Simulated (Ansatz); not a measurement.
Single points on In2Ga⁻.

```yaml
crystal:
  periodic: [false, false, false]
  atoms:
    - {symbol: Ga, position_ang: [1.062434, 0.692568, -0.733237]}
    - {symbol: In, position_ang: [-0.515440, 0.709054, 1.386206]}
    - {symbol: In, position_ang: [-0.546994, -1.401623, -0.652969]}
basis:
  gaussian: {orbitals: def2-TZVPD, initial_orbitals: start.molden}
total_charge: -1
hamiltonian: {xc: {text: "exchange = 0.95*pbe_x + 0.05*exact_x\ncorrelation = pbe_c"}}
scf: {omitted_lower_state_checks: [starts]}
output: {orbitals: {seedname: orbitals}}
```

The file start.molden holds the orbitals of an earlier run on this structure, at another level or in another basis.

```sh
$ ansatz run in.yaml --threads 4 --pin off --events-out ev --progress --plain --max-ram 3916MiB
```

Output, abridged:

```
Functional definition: unnamed
1238 factors; their error is unknown
mean field evaluation 1: about -62720.0908 eV, gradient 7.4e0 eV
mean field evaluation 2: about -62720.1597 eV, gradient 8.6e-2 eV
mean field evaluation 4: about -62720.1956 eV, gradient 1.8e-4 eV
mean field evaluation 8: about -62720.1956 eV, gradient 2.7e-5 eV
mean field -62720.19559636 eV, -2304.9246748907 hartree, gradient 2.7e-5 eV, S^2 0.000000; 0 other end points of the search recorded, 0 dependent functions left out
reference -62720.19562666 eV, -2304.9246760042 hartree; 37, 37 occupied and 129, 129 virtual orbitals, 1238 factors
Total energy: -62720.19562666 eV, -2304.9246760042 hartree
Checks for a lower state left out: starts
```

It took 1 s on 4 threads of AMD EPYC 9R45 on a shared host.

As the first input, with `hamiltonian: {xc: {text: "exchange = 0.90*pbe_x + 0.10*exact_x\ncorrelation = pbe_c"}}` (abridged; 0.95 s):

```
Functional definition: unnamed
mean field -62720.29864766 eV, -2304.9284619563 hartree, gradient 1.6e-5 eV, S^2 0.000000
Total energy: -62720.29867650 eV, -2304.9284630158 hartree
Checks for a lower state left out: starts
```

As the first input, with `hamiltonian: {xc: {text: "exchange = 0.50*pbe_x + 0.50*exact_x\ncorrelation = pbe_c"}}` (abridged; 1.1 s):

```
Functional definition: unnamed
mean field -62721.43698477 eV, -2304.9702950735 hartree, gradient 2.0e-5 eV, S^2 0.000000
Total energy: -62721.43700145 eV, -2304.9702956865 hartree
Checks for a lower state left out: starts
```

As the first input, with `hamiltonian: {xc: r2scan, dispersion: d4}`, `output: {forces: true, orbitals: {seedname: orbitals}}` (abridged; 1.4 s):

```
Functional definition: r2SCAN
mean field -62731.07226141 eV, -2305.3243849590 hartree, gradient 2.0e-5 eV, S^2 0.000000
Total energy: -62731.09033529 eV, -2305.3250491618 hartree
Atom 0 force    -0.000796    -0.000568     0.000501 eV/Å
Atom 1 force     0.000363     0.000411    -0.000078 eV/Å
Atom 2 force     0.000433     0.000157    -0.000423 eV/Å
Dipole moment:    -0.214923    -0.140105     0.148326 e Å
Checks for a lower state left out: starts
```

First input, but with `hamiltonian: {xc: pbe, dispersion: d4}` (abridged; 0.7 s):

```
Functional definition: PBE
mean field -62720.10165101 eV, -2304.9212224626 hartree, gradient 2.1e-5 eV, S^2 0.000000
Total energy: -62720.21771767 eV, -2304.9254878338 hartree
Checks for a lower state left out: starts
```

As the first input, with `hamiltonian: {xc: {text: "exchange = 0.85*pbe_x + 0.15*exact_x\ncorrelation = pbe_c"}}` (abridged; 1 s):

```
Functional definition: unnamed
mean field -62720.41147790 eV, -2304.9326083909 hartree, gradient 7.5e-5 eV, S^2 0.000000
Total energy: -62720.41150526 eV, -2304.9326093964 hartree
Checks for a lower state left out: starts
```

As the first input, with `hamiltonian: {xc: hf}` (abridged; 1.6 s):

```
Functional definition: HF
mean field -62632.32425865 eV, -2301.6954627913 hartree, gradient 2.2e-5 eV, S^2 0.000000
Total energy: -62632.32425865 eV, -2301.6954627913 hartree
Checks for a lower state left out: starts
```

Geometry: r2SCAN-D4/def2-TZVPD.

In the def2 sets In takes a core potential; there is no spin–orbit coupling. The restricted singlet is unstable towards broken spin symmetry at other levels; at PBE with 5 % exact exchange/def2-TZVPD, PBE with 10 % exact exchange/def2-TZVPD, PBE with 50 % exact exchange/def2-TZVPD, PBE with 15 % exact exchange/def2-TZVPD this wasn't settled. At PBE with 5 % exact exchange/def2-TZVPD, PBE with 10 % exact exchange/def2-TZVPD, r2SCAN-D4/def2-TZVPD, PBE-D4/def2-TZVPD the highest occupied level of the charge -1 singlet lies above zero (up to 0.31 eV). Its loss leaves the charge 0 doublet, which lies 1.57 eV higher (vertical, at PBE-D4/def2-TZVPD), but this difference is unsure: the doublet is doubtful (geometry relaxed on an unsound state). At r2SCAN-D4/def2-TZVPD, PBE-D4/def2-TZVPD, HF/def2-TZVPD the restricted singlet is unstable: a solution with broken spin symmetry lies lower. The geometry of the singlet was relaxed on an unsound state (restricted singlet, unstable towards broken spin symmetry). At PBE0-D4/def2-TZVPD a triplet of charge -1 lies 0.08 eV below the restricted singlet, each at its own geometry. The structure comes from a short search, and lower isomers may exist.
